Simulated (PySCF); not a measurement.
Isomers of C5H15NOSi2, mass 161.069 u with the commonest isotopes. Method used: PBE0/pcSseg-1 in PySCF (dipole) on a GFN2-xTB geometry, gas phase. One conformer each, none proved a minimum here; rigid rotors.

Problem. Order these by rotational constant C, largest first.
A. `[CH3:1][CH2:2][C@:3]1([O:4][CH3:5])[CH2:6][SiH2:7][NH:8][SiH2:9]1` with C1–C2–C3–O4 -169°, C2–C3–O4–C5 -61°, C2–C3–C6–Si7 -176°, C3–C6–Si7–N8 38°, C6–Si7–N8–Si9 -19°, Si7–N8–Si9–C3 -3°
B. `[CH3:1][NH:2][SiH2:3][SiH2:4][C:5]([CH3:6])([CH3:7])[CH:8]=[O:9]` with C1–N2–Si3–Si4 178°, N2–Si3–Si4–C5 -9°, Si3–Si4–C5–C6 -173°, Si4–C5–C8–O9 -84°
C. `[CH3:1][CH2:2][O:3][Si@:4]1([CH2:5][SiH3:6])[CH2:7][CH2:8][NH:9]1` with C1–C2–O3–Si4 74°, C2–O3–Si4–C5 37°, O3–Si4–C5–Si6 -80°, O3–Si4–C7–C8 -109°, Si4–C7–C8–N9 8°, C7–C8–N9–Si4 -9°, O3–Si4–N9–C8 127°
D. `[CH3:1][CH:2]([CH3:3])[O:4][Si@H:5]1[CH2:6][CH2:7][SiH2:8][NH:9]1` with C1–C2–O4–Si5 102°, C2–O4–Si5–C6 178°, O4–Si5–C6–C7 152°, Si5–C6–C7–Si8 -38°, C6–C7–Si8–N9 28°, C7–Si8–N9–Si5 -6°

Solution. A (854.5 MHz), C (666.0 MHz), B (638.1 MHz), D (532.3 MHz).

Problem. Order these by radius of gyration √(Σ m r²/M), largest first.
A. `[CH3:1][NH:2][SiH2:3][SiH2:4][C:5]([CH3:6])([CH3:7])[CH:8]=[O:9]` with C1–N2–Si3–Si4 178°, N2–Si3–Si4–C5 -9°, Si3–Si4–C5–C6 -173°, Si4–C5–C8–O9 -84°
B. `[CH3:1][CH:2]([CH3:3])[O:4][Si@H:5]1[CH2:6][CH2:7][SiH2:8][NH:9]1` with C1–C2–O4–Si5 102°, C2–O4–Si5–C6 178°, O4–Si5–C6–C7 152°, Si5–C6–C7–Si8 -38°, C6–C7–Si8–N9 28°, C7–Si8–N9–Si5 -6°
C. `[CH3:1][CH2:2][O:3][Si@:4]1([CH2:5][SiH3:6])[CH2:7][CH2:8][NH:9]1` with C1–C2–O3–Si4 74°, C2–O3–Si4–C5 37°, O3–Si4–C5–Si6 -80°, O3–Si4–C7–C8 -109°, Si4–C7–C8–N9 8°, C7–C8–N9–Si4 -9°, O3–Si4–N9–C8 127°
D. `[CH3:1][CH2:2][C@:3]1([O:4][CH3:5])[CH2:6][SiH2:7][NH:8][SiH2:9]1` with C1–C2–C3–O4 -169°, C2–C3–O4–C5 -61°, C2–C3–C6–Si7 -176°, C3–C6–Si7–N8 38°, C6–Si7–N8–Si9 -19°, Si7–N8–Si9–C3 -3°

Solution. B (2.475 Å), A (2.330 Å), C (2.295 Å), D (2.110 Å).

Problem. Order these by rotational constant A, smallest first.
A. `[CH3:1][CH2:2][O:3][Si@:4]1([CH2:5][SiH3:6])[CH2:7][CH2:8][NH:9]1` with C1–C2–O3–Si4 74°, C2–O3–Si4–C5 37°, O3–Si4–C5–Si6 -80°, O3–Si4–C7–C8 -109°, Si4–C7–C8–N9 8°, C7–C8–N9–Si4 -9°, O3–Si4–N9–C8 127°
B. `[CH3:1][CH2:2][C@:3]1([O:4][CH3:5])[CH2:6][SiH2:7][NH:8][SiH2:9]1` with C1–C2–C3–O4 -169°, C2–C3–O4–C5 -61°, C2–C3–C6–Si7 -176°, C3–C6–Si7–N8 38°, C6–Si7–N8–Si9 -19°, Si7–N8–Si9–C3 -3°
C. `[CH3:1][CH:2]([CH3:3])[O:4][Si@H:5]1[CH2:6][CH2:7][SiH2:8][NH:9]1` with C1–C2–O4–Si5 102°, C2–O4–Si5–C6 178°, O4–Si5–C6–C7 152°, Si5–C6–C7–Si8 -38°, C6–C7–Si8–N9 28°, C7–Si8–N9–Si5 -6°
D. `[CH3:1][NH:2][SiH2:3][SiH2:4][C:5]([CH3:6])([CH3:7])[CH:8]=[O:9]` with C1–N2–Si3–Si4 178°, N2–Si3–Si4–C5 -9°, Si3–Si4–C5–C6 -173°, Si4–C5–C8–O9 -84°

Solution. A (1299 MHz), B (1446 MHz), D (1724 MHz), C (2620 MHz).

| SMILES | point group | Ia (u·Å²) | Ib (u·Å²) | Ic (u·Å²) | κ | μa (D) | μb (D) | μc (D) |
| --- | --- | --- | --- | --- | --- | --- | --- | --- |
| CC[C@]1(OC)C[SiH2]N[SiH2]1 | C1 | 349.54 | 492.91 | 591.45 | -0.42 | 0.70 | 0.45 | 0.72 |
| CCO[Si@]1(C[SiH3])CCN1 | C1 | 389.13 | 548.31 | 758.84 | -0.19 | 0.76 | 0.44 | 0.49 |
| CN[SiH2][SiH2]C(C)(C)C=O | C1 | 293.07 | 663.51 | 791.98 | -0.77 | 1.41 | 0.56 | 0.50 |
| CC(C)O[Si@H]1CC[SiH2]N1 | C1 | 192.87 | 831.33 | 949.46 | -0.93 | 0.84 | 0.62 | 0.53 |
